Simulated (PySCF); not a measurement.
## Electric field gradients and quadrupole coupling constants

Species: C7H14OSi.
Numbering: `[CH2:1]=[C:2]([CH3:3])[CH2:4][C@@H:5]1[SiH2:6][C@@H:7]1[O:8][CH3:9]` (hydrogens: H10, H11 on C1; H12, H13, H14 on C3; H15, H16 on C4; H17 on C5; H18, H19 on Si6; H20 on C7; H21, H22, H23 on C9)

Structure used (GFN2-xTB), in Å, numbered top down from 1:
```
atom  x, y, z in Å
C1     2.2230    1.2531   -1.0849
C2     1.6666    0.8666    0.0515
C3     2.4686    0.6009    1.2885
C4     0.1853    0.6355    0.1720
C5    -0.1461   -0.8447    0.1113
Si6   -0.0559   -1.7842   -1.5279
C7    -1.5222   -1.2699   -0.4491
O8    -2.3699   -0.2816   -0.9644
C9    -3.1894    0.3255    0.0063
H10    1.6365    1.4477   -1.9666
H11    3.2867    1.3956   -1.1794
H12    3.5276    0.7704    1.1133
H13    2.1405    1.2525    2.0984
H14    2.3291   -0.4287    1.6151
H15   -0.3360    1.1386   -0.6442
H16   -0.1697    1.0538    1.1204
H17    0.1238   -1.3754    1.0197
H18    0.1511   -1.0261   -2.7422
H19    0.3494   -3.1784   -1.4900
H20   -2.0595   -1.9944    0.1671
H21   -3.8136    1.0458   -0.5201
H22   -3.8283   -0.4188    0.4987
H23   -2.6021    0.8429    0.7718
```

Field gradients from the PBE0/pcSseg-1 density (PySCF, non-relativistic), principal values in atomic units, ordered |Vxx| ≤ |Vyy| ≤ |Vzz|:

```
atom      Vxx      Vyy     Vzz
  O8  -0.0701  -1.9739  2.0440
```

Question: Find the asymmetry η = (Vxx − Vyy)/Vzz and the couplings χ = eQV/h (234.96 MHz × Q in barn × V in au), with Q(17O) = −0.0256 b.

Answer: 
```json
{"atom": "O8", "environment": "ether oxygen", "nucleus": "17O", "η": "0.93", "χzz (MHz)": "-12.29", "χxx (MHz)": "0.42", "χyy (MHz)": "11.87"}
```

At O8 η is above 0.9: Vyy and Vzz are nearly equal in size and opposite in sign, so a small change could swap them and flip the sign of χzz. The tensor is traceless: Vxx + Vyy + Vzz = 0.

Question: What is Vzz at O8 in SI units (1 au = 9.71736 × 10²¹ V/m²)?

Answer: 2.0440 au = 19.862 × 10²¹ V/m².

Question: And the gradient at the other heavy atoms, for which no coupling is worked out here?

Answer: 
| atom | environment | Vzz (au) | η |
| --- | --- | --- | --- |
| C1 | terminal =CH2 carbon | 0.228 | 0.52 |
| C2 | fully substituted alkene carbon | 0.334 | 0.60 |
| C3 | allylic carbon | 0.042 | 0.76 |
| C4 | allylic carbon | -0.088 | 0.86 |
| C5 | sp3 carbon bound to silicon | 0.133 | 0.60 |
| Si6 | SiH2 silicon | 0.153 | 0.92 |
| C7 | sp3 carbon bound to oxygen | 0.356 | 0.53 |
| C9 | methoxy carbon | 0.374 | 0.08 |

Were the hydrogens deuterons (Q(2H) = 0.00286 b), χzz would run from 116 kHz (H19) to 228 kHz (H10 and H11).

Geometry: GFN2-xTB, one conformer, isolated molecule. GFN2-xTB bond lengths can be off by several hundredths of an ångström, more for odd bonds, and the gradients follow them. The basis is small and wasn't made for field gradients, so the couplings can be 20 % off.

The run behind these numbers computed NMR shieldings as well. The run took 2.4 min on one thread, Intel Xeon at 2.50 GHz (x86_64), shared host with 64 logical CPUs at a one-minute load of 63, and the process peaked at 1.1 GiB of memory.
